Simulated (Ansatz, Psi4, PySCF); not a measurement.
CH2Cl2, charge -1, doublet, at the geometry of the source list (a state made from the parent by changing its charge; the spin is typed, not shown lowest) (in this run its highest filled SCF level lies above zero, so its values depend strongly on the basis, on diffuse functions most of all). Base run: CCSD(T)/6-31G** (PySCF).

Input for PySCF:
```python
from pyscf import gto, scf, cc

mol = gto.Mole()
mol.atom = '''
    Cl   -1.44920000    0.86250000   -0.04120000
    C    -0.00220000   -0.15550000    0.00900000
    Cl    1.47330000    0.81980000   -0.05570000
    H    -0.00570000   -0.71150000    0.94580000
    H    -0.01620000   -0.81530000   -0.85780000
'''
mol.basis = '6-31g**'
mol.charge = -1
mol.spin = 1
mol.verbose = 4
mol.build()

mf = scf.UHF(mol)
mf.kernel()

mycc = cc.CCSD(mf)
mycc.kernel()
et = mycc.ccsd_t()
print('E(CCSD(T)) = %.10f' % (mycc.e_tot + et))
```

The same geometry, method and basis name were run in Ansatz (a quantum-chemistry and plane-wave program) and Psi4 and PySCF, at each program's defaults and at the settings that a row names. The base is PySCF at its defaults. Differences at the defaults can come from grids, fitting, cores and function types together.

| code and settings | ΔE vs base (mEh) | basis functions | E (Eh) | SCF cycles |
|---|---|---|---|---|
| PySCF, defaults (exact integrals, spherical functions, all electrons correlated) | 0.000 | 60 | -958.33391 | 12 |
| Psi4, defaults (exact integrals, Cartesian functions, all electrons correlated) | -18.249 | 63 | -958.35216 | 14 |
| Ansatz, defaults (factorised integrals, Cartesian functions, frozen core) | 5.200 | 63 | -958.32871 | - |
| PySCF, frozen core | 13.507 | 60 | -958.32041 | 12 |
| Psi4, exact integrals, spherical functions, frozen core | 13.507 | 60 | -958.32041 | 14 |
| Ansatz, high accuracy, frozen core, Cartesian functions as the basis file defines them | 5.188 | 63 | -958.32872 | - |

Open shells are given as the SCF converged; they aren't shown to be the lowest states, and a large step between rows can be another state.
